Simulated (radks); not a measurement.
Ionisation ladder of gold, from Au XLV to Au LXVI. Each ion is in the ground configuration listed by NIST, and IE = E(next ion) - E(this ion). Method: scalar-relativistic Kohn-Sham, r2SCAN, spin-polarised, spherical densities, finite nucleus; open shells are filled with parallel spins first (spin-orbit coupling, left out, can overturn this in heavy ions); meta-GGA in the generalised Kohn-Sham scheme; Fermi nuclear charge, rms radius 5.4371 fm; computed with a radial shooting solver on a logarithmic mesh with Libxc functionals.

species        configuration  E (hartree)  IE, Delta-SCF (eV)  <r> HOMO (bohr)  IE, NIST (eV)       kind  error (eV)
Au XLV     [Ar] 3d10 4s2 4p5  -17712.6357              2361.3            0.376           2320     theory       +41.3
Au XLVI    [Ar] 3d10 4s2 4p4  -17625.8600              2416.6            0.374           2383     theory       +33.6
Au XLVII   [Ar] 3d10 4s2 4p3  -17537.0517              2495.6            0.372           2443     theory       +52.6
Au XLVIII  [Ar] 3d10 4s2 4p2  -17445.3401              2553.9            0.370           2640     theory       -86.1
Au XLIX    [Ar] 3d10 4s2 4p1  -17351.4861              2610.5            0.369           2708     theory       -97.5
Au L           [Ar] 3d10 4s2  -17255.5519              2879.1            0.357           2870     theory        +9.1
Au LI          [Ar] 3d10 4s1  -17149.7452              2946.7            0.356           2941  semi-emp.        +5.7
Au LII             [Ar] 3d10  -17041.4576              4925.4            0.162           4888       exp.       +37.4
Au LIII             [Ar] 3d9  -16860.4512              5061.5            0.161           5013     theory       +48.5
Au LIV              [Ar] 3d8  -16674.4431              5198.4            0.160           5156     theory       +42.4
Au LV               [Ar] 3d7  -16483.4072              5335.7            0.159           5307     theory       +28.7
Au LVI              [Ar] 3d6  -16287.3232              5473.4            0.158           5452     theory       +21.4
Au LVII             [Ar] 3d5  -16086.1806              5666.1            0.156           5594     theory       +72.1
Au LVIII            [Ar] 3d4  -15877.9555              5810.1            0.155           5846     theory       -35.9
Au LIX              [Ar] 3d3  -15664.4371              5954.8            0.154           5994     theory       -39.2
Au LX               [Ar] 3d2  -15445.6010              6100.0            0.153           6156     theory       -56.0
Au LXI              [Ar] 3d1  -15221.4291              6245.5            0.152           6305     theory       -59.5
Au LXII                 [Ar]  -14991.9126              6872.6            0.171           6724     theory      +148.6
Au LXIII        [Ne] 3s2 3p5  -14739.3478              6999.4            0.170           6854     theory      +145.4
Au LXIV         [Ne] 3s2 3p4  -14482.1254              7123.1            0.169           6997     theory      +126.1
Au LXV          [Ne] 3s2 3p3  -14220.3554              7301.4            0.168           7130     theory      +171.4
Au LXVI         [Ne] 3s2 3p2  -13952.0350              7430.9            0.168           7760     theory      -329.1

Reference values: NIST Atomic Spectra Database (exp. = measured, semi-emp. = semi-empirical, theory = theoretical value adopted there). The ionisation energy per charge of the ion left behind rises most, in proportion, at Au LII ([Ar] 3d10), from 57.778 to 94.720 eV. Open shells are spherical and high-spin; term and fine-structure splittings are not resolved. Spin-orbit splitting is averaged out at the scalar-relativistic level.
